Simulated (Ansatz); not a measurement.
This geometry of C$_{2}$H$_{4}$NSi (8 atoms, charge 0, multiplicity 2) is a first-order saddle point.

These are results of UKS PBE0-D4/def2-SVP in Ansatz 0.2.0, not measurements.

```xyz
8
Properties=species:S:1:pos:R:3
C -0.482 1.030 -0.357
Si 0.349 -0.157 0.840
C 1.091 -1.595 -0.049
N 1.633 -2.463 -0.602
H 0.002 2.019 -0.347
H -1.538 1.164 -0.077
H -0.433 0.634 -1.382
H -0.530 -0.690 1.918
```

(1) Which two structures does it join? (They come from a converged band through this point; their orientation in space is the band's.)

(2) How far does it lie above each of them?

Results:

(1) No bond is made or broken. The dihedral H5–C1–Si2–C3 goes from -57 to -177°. The two ends are copies of one structure, up to a mirror image or an exchange of like atoms.

First end point:

```xyz
8
Properties=species:S:1:pos:R:3
C -0.647 0.923 -0.359
Si 0.064 -0.290 0.878
C 1.501 -1.191 0.145
N 2.457 -1.707 -0.270
H 0.124 1.633 -0.691
H -1.474 1.490 0.092
H -1.030 0.386 -1.242
H -0.903 -1.302 1.391
```

Last end point:

```xyz
8
Properties=species:S:1:pos:R:3
C -0.385 1.062 -0.357
Si 0.523 -0.136 0.759
C 0.788 -1.749 -0.103
N 1.037 -2.740 -0.658
H -0.499 2.036 0.140
H -1.387 0.673 -0.600
H 0.168 1.211 -1.296
H -0.150 -0.414 2.060
```

(2) 1.1 kcal/mol above the first and 1.1 kcal/mol above the second. This is the barrier of this one path; another mechanism may lie lower.

Time of the run: 40 s on 2 threads of AMD EPYC 7R43 64-Core Processor (Zen 3), with other jobs on the host, peak memory 0.22 GiB.
